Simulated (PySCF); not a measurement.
Species: C₄H₈OSi.
Atom-mapped SMILES: `[CH3:1][C:2](=[O:3])[SiH:4]1[CH2:5][CH2:6]1` (hydrogens: H7, H8, H9 on C1; H10 on Si4; H11, H12 on C5; H13, H14 on C6)

Cartesian coordinates in Å at the PBE0-D3(BJ)/def2-SVP level; atoms count from 1:
```xyz
14
C4H8OSi angstrom
C      1.9591   -0.0089   -0.3232
C      1.4219   -0.0491    1.0846
O      2.1460   -0.1047    2.0537
Si    -0.4736   -0.0224    1.3629
C     -1.5731    0.7953    0.0893
C     -1.5939   -0.7300    0.0415
H      1.5508    0.8567   -0.8689
H      1.6424   -0.9129   -0.8685
H      3.0564    0.0420   -0.3001
H     -0.8898   -0.0585    2.7844
H     -2.4848    1.2927    0.4386
H     -1.1120    1.3186   -0.7558
H     -1.1388   -1.2105   -0.8318
H     -2.5192   -1.2256    0.3556
```

Jobs on this species (14 atoms, 54 electrons) with PySCF (density fitting). Hardware of each: one thread of an Arm Neoverse V2, no GPU, shared host. Other jobs ran on the host; a repeat could differ by tens of per cent or more. Peak memory is the resident size of the whole Python process, interpreter and libraries included.

```csv
level and settings,work,basis functions,SCF cycles,wall time,peak memory
"delta-SCF UKS SCAN, pcX-1 on the ionised atom, pcseg-1 elsewhere, spin-free X2C","ΔSCF core ionisation, 6 holes",150,?,?,?
"delta-SCF UKS SCAN, pcX-2 on the ionised atom, pcseg-1 elsewhere, spin-free X2C","ΔSCF core ionisation, 6 holes",170,105,50 s,0.62 GiB
"PBE0-D3(BJ)/def2-SVP, grid level 1",geometry optimisation from a GFN2-xTB start shaken at random,128,81,76 s,0.50 GiB
"delta-SCF UKS B3LYP, pcX-2 on the ionised atom, pcseg-1 elsewhere, spin-free X2C","ΔSCF core ionisation, 6 holes",170,92,57 s,0.73 GiB
"delta-SCF UKS PBE0, pcX-2 on the ionised atom, pcseg-1 elsewhere, spin-free X2C","ΔSCF core ionisation, 6 holes",170,95,58 s,0.66 GiB
"delta-SCF UKS SCAN, def2-TZVP on the ionised atom, pcseg-1 elsewhere, spin-free X2C","ΔSCF core ionisation, 6 holes",147,101,44 s,0.56 GiB
"delta-SCF UKS PBE, pcX-2 on the ionised atom, pcseg-1 elsewhere, spin-free X2C","ΔSCF core ionisation, 6 holes",170,105,30 s,0.62 GiB
"delta-SCF UKS SCAN, pcX-2 on the ionised atom, pcseg-1 elsewhere, non-relativistic","ΔSCF core ionisation, 6 holes",170,102,47 s,0.73 GiB
```

Problem. Fill in the missing figures.

Solution. 
- delta-SCF UKS SCAN, pcX-1 on the ionised atom, pcseg-1 elsewhere, spin-free X2C; ΔSCF core ionisation, 6 holes: 40 s, 0.56 GiB, 102 SCF cycles

Problem. What do all jobs in the table cost together?

Solution. About 6.7 min; the longest takes about 19 % of that, and about 2.5 times as long as the shortest.
